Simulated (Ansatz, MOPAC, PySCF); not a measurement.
System: BeH₂ (charge 0, singlet). SMILES: [BeH2]
Geometry: optimised at B3LYP-D3(BJ)/def2-TZVP (Ansatz, an electronic-structure program).

Unscaled harmonic wavenumbers (cm⁻¹) in rising order, each level at the stationary point that it reaches from this structure (no distance between atoms moves by over 0.3 Å); the order of modes can differ between levels, and a negative number is imaginary. B3LYP-D3(BJ)/def2-TZVP (PySCF, at the structure above): 724, 724, 2023, 2239.

AM1 (MOPAC): 633, 633, 1569, 1739. Zero-point energy 6.5 against 8.2 kcal/mol; where all levels lie over 400 cm⁻¹, the wavenumbers are on average 0.825 times those of B3LYP-D3(BJ)/def2-TZVP.

PM3 (MOPAC): 750, 750, 1876, 2037. Zero-point energy 7.7 against 8.2 kcal/mol; where all levels lie over 400 cm⁻¹, the wavenumbers are on average 0.977 times those of B3LYP-D3(BJ)/def2-TZVP.

PM6 (MOPAC): 766, 766, 2568, 2827. Zero-point energy 9.9 against 8.2 kcal/mol; where all levels lie over 400 cm⁻¹, the wavenumbers are on average 1.162 times those of B3LYP-D3(BJ)/def2-TZVP.

HF/6-31G* (Ansatz): 761, 761, 2107, 2322. Zero-point energy 8.5 against 8.2 kcal/mol; where all levels lie over 400 cm⁻¹, the wavenumbers are on average 1.045 times those of B3LYP-D3(BJ)/def2-TZVP.
